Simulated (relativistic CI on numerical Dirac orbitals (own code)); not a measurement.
**Hyperfine structure of Ru⁶⁺, mass number 101**

Method of calculation: Dirac-Coulomb-Breit CI, separate exchange-only KLI orbitals for each configuration, QED by a radiative potential, unscaled Slater integrals (own radial code, finite nucleus).

CI space (outside the closed core [Ar] 3d10): 4s2 4p6 4d2, 4s2 4p6 4d 5s, 4s2 4p6 4d 4f, 4s2 4p5 4d3, 4s2 4p6 4d 5p, 4s2 4p6 4f2, 4s2 4p6 4d 5d, 4s2 4p6 5s2, 4s 4p6 4d3, 4s2 4p6 4d 6s, 4s2 4p5 4d2 4f, 4s2 4p6 4d 6p, 4s2 4p6 5s 5p, 4s2 4p6 4d 5f, 4s2 4p6 4d 6d. Double excitations out of closed p, d and f shells are left out; levels of such configurations are missing from the list, as are those of other unlisted configurations, and high levels can miss mixing partners. These lack a partner that the ground configuration has and come out too high: 4s2 4p5 4d2 4f.

Nuclear spin I = 5/2, μ = -0.718 μN, Q = 0.46 b (tables of Stone and Pyykkö). The electronic factors are computed for point nuclear moments, without core polarisation or the Bohr-Weisskopf and QED corrections.

```tsv
Level	E (cm⁻¹)	A (MHz)	B (MHz)
4s2 4p6 4d2 3F_2	0.0	-365.8	166
4s2 4p6 4d2 3F_3	2680.4	-228.3	191
4s2 4p6 4d2 3F_4	5648.2	-176.4	270
4s2 4p6 4d2 1D_2	15330.9	-219.4	-254
4s2 4p6 4d2 3P_1	16815.4	-7.169	185
4s2 4p6 4d2 3P_2	20015.9	-159.9	-321
4s2 4p6 4d2 1G_4	23495.4	-231.1	1050
4s2 4p6 4d 5s 3D_1	203836.2	1125	204
```

Levels with J = 0, under 50 % of one LS term, or S terms without an open s electron are left out. Small factors come from cancelling terms and can be off by tens of per cent or more.

At this charge configurations can still be misplaced by up to about 7 % of their energy. Terms inside the open d or f shell come out 10 to 20 % too wide with unscaled integrals.

**Question.** Give the hyperfine levels of 4s2 4p6 4d2 3F_2 relative to its centre of gravity.

**Answer.** With K = F(F + 1) − I(I + 1) − J(J + 1), E = AK/2 + B[¾K(K + 1) − I(I + 1)J(J + 1)]/[2I(2I − 1)J(2J − 1)]: F = 1/2: 2677, F = 3/2: 2053, F = 5/2: 1056, F = 7/2: -253.4, F = 9/2: -1787 MHz.

LS names give the leading component of a level, which can be under half, so a name can repeat, a term be missing and a line seem to break the LS rules.
